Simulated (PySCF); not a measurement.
H4HfO3, SMILES [OH][HfH]([OH])[OH], multiplicity 1. Heavy atoms are numbered as in [HfH:1]([OH:2])([OH:4])[OH:6]. Hydrogens are named by the atom that carries them.

Geometry: B3LYP-D3(BJ)/def2-SVP. The spin state was assumed, not searched. The structure was generated by enumeration; whether it is a known compound was not checked. The def2 effective core potentials stand for the cores of Hf; spin–orbit coupling is left out. The values are those of a single conformer.

Calculation: M06-2X/def2-TZVPD (PySCF).

Mulliken values depend strongly on the basis, most of all with diffuse functions as here. ESP charges are fitted to the potential on shells at 1.4 to 2.0 van der Waals radii. Atomic charges (e), one atom of each kind:

| atom | Mulliken | ESP fit |
|---|---|---|
| Hf1 (HfH) | 1.66 | … |
| O2 (OH) | -0.85 | … |
| H on O2 | 0.38 | … |
| H on Hf1 | -0.26 | … |

Task: Fill in the missing entries. (The exact figures need the calculation; the answer reports its results.)

Result: 
- Hf1 (HfH), ESP fit: 1.73
- O2 (OH), ESP fit: -0.95
- H on O2, ESP fit: 0.50
- H on Hf1, ESP fit: -0.36
